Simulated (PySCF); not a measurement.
Compound: C6H9AlN2.
SMILES: `[H]/N=C\C1=C[N+]([AlH3-])=CC=C1`

All values: B3LYP/def2-SVPD (PySCF, non-relativistic), on one gas-phase PBE0-D3(BJ)/def2-SVP geometry that isn't relaxed in the solvent. The solvent is an IEF-PCM continuum (cavity from Bondi-type radii × 1.2), and excitations are vertical TDDFT with non-equilibrium linear response and a frozen core. Only the electrostatic response of the medium enters.

Gas-phase singlets (H = HOMO, L = LUMO):

```tsv
state	E (eV)	λ (nm)	f	leading configurations
S1	3.549	349	0.004	H→L 99%
S2	3.683	337	0.001	H-1→L 99%
S3	3.855	322	0.046	H→L+1 98%
S4	3.909	317	0.001	H-1→L+1 98%
S5	4.167	298	0.002	H-2→L 92%
```

Problem. Give the list for dichloromethane (ε = 8.93), n² = 2.03.

Solution. 
```json
{"state": "S1", "E (eV)": "4.378", "λ (nm)": "283", "f": "0.002", "leading configurations": "H-2→L 89%", "change by rank (eV)": "+0.829"}
{"state": "S2", "E (eV)": "4.542", "λ (nm)": "273", "f": "0.003", "leading configurations": "H→L 95%", "change by rank (eV)": "+0.859"}
{"state": "S3", "E (eV)": "4.644", "λ (nm)": "267", "f": "0.002", "leading configurations": "H-1→L 97%", "change by rank (eV)": "+0.789"}
{"state": "S4", "E (eV)": "4.823", "λ (nm)": "257", "f": "0.047", "leading configurations": "H→L+1 93%", "change by rank (eV)": "+0.914"}
{"state": "S5", "E (eV)": "4.896", "λ (nm)": "253", "f": "0.001", "leading configurations": "H-1→L+1 99%", "change by rank (eV)": "+0.729"}
```

Problem. How do the frontier levels move from gas to dichloromethane?

Solution. 
```json
{"orbital": "LUMO+2", "gas (eV)": "-0.36", "solvent (eV)": "0.13", "change (eV)": "+0.49"}
{"orbital": "LUMO+1", "gas (eV)": "-2.57", "solvent (eV)": "-2.01", "change (eV)": "+0.56"}
{"orbital": "LUMO", "gas (eV)": "-2.90", "solvent (eV)": "-2.38", "change (eV)": "+0.52"}
{"orbital": "HOMO", "gas (eV)": "-7.09", "solvent (eV)": "-7.56", "change (eV)": "-0.47"}
{"orbital": "HOMO-1", "gas (eV)": "-7.26", "solvent (eV)": "-7.69", "change (eV)": "-0.43"}
{"orbital": "HOMO-2", "gas (eV)": "-8.21", "solvent (eV)": "-7.95", "change (eV)": "+0.26"}
{"orbital": "HOMO-3", "gas (eV)": "-8.47", "solvent (eV)": "-7.97", "change (eV)": "+0.50"}
```

The HOMO–LUMO gap goes from 4.19 to 5.18 eV.

Conformer computed: `[H]/[N:1]=[CH:2]\[c:3]1[cH:4][cH:5][cH:6][n+:7]([AlH3-:8])[cH:9]1`: N1–C2–C3–C4 -179°.
